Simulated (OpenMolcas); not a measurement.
# Pd+: thermal populations, the spin-orbit constant, worked from levels

* Program: OpenMolcas 26.06
* Basis: ANO-R1 [6s4p3d1f]
* Scalar Hamiltonian: X2C, finite nucleus
* Active space: 9 electrons in 6 orbitals (4d 5s)
* State averaging: 2S+1 = 4 even, 10 roots; 2S+1 = 2 even, 29 roots
* Spin-orbit coupling: RASSI with atomic mean-field integrals over the reference wave functions, term energies averaged over their components

Methods: CASSCF; MS-CASPT2, IPEA 0.25 Eh, imaginary shift 0.1 Eh (closed shells correlated: 4s 4p). Measured levels: NIST Handbook of Basic Atomic Spectroscopic Data.

**Thermal populations.** Z = Σ (2J + 1) exp(-E/kT) with k = 0.695035 cm-1/K, over the levels below. No other level of either list lies under 37400 cm-1, which is above 7 kT at each temperature.

| Level | 2J + 1 | MS-CASPT2 | measured |
| --- | --- | --- | --- |
| 4d9 2D 5/2 | 6 | 0.0 | 0.0 |
| 4d9 2D 3/2 | 4 | 3740 | 3539 |
| 4d8 5s 4F 9/2 | 10 | 25250 | 25084 |
| 4d8 5s 4F 7/2 | 8 | 27240 | 27097 |
| 4d8 5s 4F 5/2 | 6 | 29060 | 28929 |
| 4d8 5s 4F 3/2 | 4 | 30060 | 29948 |
| 4d8 5s 2F 7/2 | 8 | 32460 | 32281 |
| 4d8 5s 2F 5/2 [68 %] | 6 | 34700 | 34425 |

```csv
T (K),"Z, MS-CASPT2","Z, measured levels","Ground level (%), MS-CASPT2","Ground level (%), measured levels"
2000,6.271,6.314,95.7,95.0
3000,6.665,6.733,90.0,89.1
5000,7.377,7.459,81.3,80.4
```

At 5000 K, kT = 3475 cm-1, and the computed levels give Z = 6.000 + 1.364 + 0.007 + 0.003 + 0.001 + 0.001 + 0.001 + 0.000 = 7.377.

**The spin-orbit constant.** For the Hund term 2D of d9, E(J) = (A/2) J(J+1) + constant and ζ = -2S·A = -A. From J = 3/2 to J = 5/2 the energy changes by 2.5 A.

| Source | E(5/2) - E(3/2) | A | ζ |
| --- | --- | --- | --- |
| CASSCF | -3717.9 | -1487.2 | 1487 |
| MS-CASPT2 | -3741.6 | -1496.6 | 1497 |
| measured | -3539.2 | -1415.7 | 1416 |

All in cm-1. MS-CASPT2 is off by +5.7 % and CASSCF by +5.0 %. Both methods take the spin-orbit matrix elements from the reference wave functions, so the second can move ζ only through the term energies and any multistate remixing.

CASPT2 breaks the degeneracy within a term, and the mean is taken; among the terms shown or strongly mixed into the levels shown the widest spread is 790 cm-1 (4d8 5s 4F, MS-CASPT2). A single d shell beside an s shell can misplace configurations of different d count against each other. Without dynamic correlation excited terms often stand tens of per cent too high (terms of higher spin than the ground term too low), and those without a measured partner can miss by more than the paired ones (holds for CASSCF). Measured partners are found by configuration, term and J. A level has none where our copy of the source lacks it or the pairing is in doubt (some pairs that miss far off the trend of their configuration count as doubtful), and it then counts in no deviation. Levels of configurations outside the active space are missing.

A share in square brackets marks a mixed level and gives the weight of the term that names it, the lowest over the columns.
